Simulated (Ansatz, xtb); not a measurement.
# Two isomers of C4H3F3Se

Structure X is `F[C@@H]1C=CC(F)(F)[Se]1`, a singlet and structure Y is `FC1=C[Se]C(F)(F)C1`, a singlet. Both are isolated molecules in the gas phase, relaxed with PBE-D3(BJ)/def2-SVP; the shapes shown needn't be the lowest conformers.

X (Å):

```json
{"atom": "C", "x (Å)": "-2.9222", "y (Å)": "-1.1643", "z (Å)": "0.5918"}
{"atom": "C", "x (Å)": "-1.6422", "y (Å)": "-1.5291", "z (Å)": "-0.1089"}
{"atom": "C", "x (Å)": "-1.3933", "y (Å)": "-1.0178", "z (Å)": "-1.3220"}
{"atom": "C", "x (Å)": "-2.4078", "y (Å)": "-0.0858", "z (Å)": "-1.9255"}
{"atom": "F", "x (Å)": "-2.6484", "y (Å)": "-0.5804", "z (Å)": "1.8133"}
{"atom": "F", "x (Å)": "-2.8560", "y (Å)": "-0.5580", "z (Å)": "-3.1256"}
{"atom": "F", "x (Å)": "-1.8479", "y (Å)": "1.1302", "z (Å)": "-2.1872"}
{"atom": "Se", "x (Å)": "-3.9170", "y (Å)": "0.0532", "z (Å)": "-0.6212"}
{"atom": "H", "x (Å)": "-3.5645", "y (Å)": "-2.0525", "z (Å)": "0.7798"}
{"atom": "H", "x (Å)": "-0.9413", "y (Å)": "-2.1922", "z (Å)": "0.4234"}
{"atom": "H", "x (Å)": "-0.4854", "y (Å)": "-1.2200", "z (Å)": "-1.9122"}
```

Y (Å):

```csv
atom,x (Å),y (Å),z (Å)
C,-2.0714,-1.1957,0.3979
C,-3.3814,-1.4947,0.3052
C,-2.3717,-0.2888,-1.8627
C,-1.3398,-0.7528,-0.8329
F,-1.3548,-1.3136,1.5280
F,-1.9884,-0.5597,-3.1352
F,-2.5576,1.0568,-1.7814
Se,-4.1122,-1.2284,-1.4372
H,-4.0063,-1.8578,1.1314
H,-0.7625,-1.5958,-1.2708
H,-0.6340,0.0781,-0.6270
```

Task: Which of the two would you expect CCSD(T)/def2-SVP + ΔMP2/def2-TZVPP electronic energies to favour?

Result: Too close to call at this level: CCSD(T)/def2-SVP + ΔMP2/def2-TZVPP gives E(Y) − E(X) = −0.62 kcal/mol.

How the difference moves with the method:

```csv
level,geometry,E(Y) − E(X) (kcal/mol),departure from the last row (kcal/mol),"job, with rough time for the two"
GFN2-xTB,GFN2-xTB,−6.77,−6.15,"optimisation, 0.19 s"
HF/STO-3G,GFN2-xTB,−7.88,−7.26,"single point, 0.56 s"
r2SCAN-D4/def2-SVP,GFN2-xTB,−3.57,−2.95,"single point, 4.5 s"
PBE-D3(BJ)/def2-SVP,PBE-D3(BJ)/def2-SVP,−4.20,−3.58,"optimisation, 42 s"
HF/def2-SVP,PBE-D3(BJ)/def2-SVP,−0.84,−0.21,part of the CCSD(T) run
MP2/def2-SVP,PBE-D3(BJ)/def2-SVP,−2.97,−2.35,part of the CCSD(T) run
CCSD(T)/def2-SVP,PBE-D3(BJ)/def2-SVP,−2.45,−1.83,single point
CCSD(T)/def2-SVP + ΔMP2/def2-TZVPP,PBE-D3(BJ)/def2-SVP,−0.62,,"single point, 2.2 min"
```

As drawn, both hold the same kinds of bond in the same numbers.

The largest departure from CCSD(T)/def2-SVP + ΔMP2/def2-TZVPP is that of HF/STO-3G, 7.26 kcal/mol. The last row adds to CCSD(T) the change of the MP2 difference between the two basis sets, here +1.83 kcal/mol.

With thermal terms from frequencies at re-optimised GFN2-xTB minima (ideal gas, soft modes damped towards free rotors, one conformer each, 298.15 K, 1 atm): the zero-point term adds +0.24 kcal/mol; ΔH is −0.40 and ΔG −0.37 kcal/mol.

The correlated steps freeze 16 core orbitals; the filled d shell of Se is correlated, in a basis made for valence electrons. Mirror images aren't counted in ΔG. Codes used: Ansatz 0.2.0, xtb 6.7.1; the last row on 4 threads of Arm Neoverse V1 on a shared host.
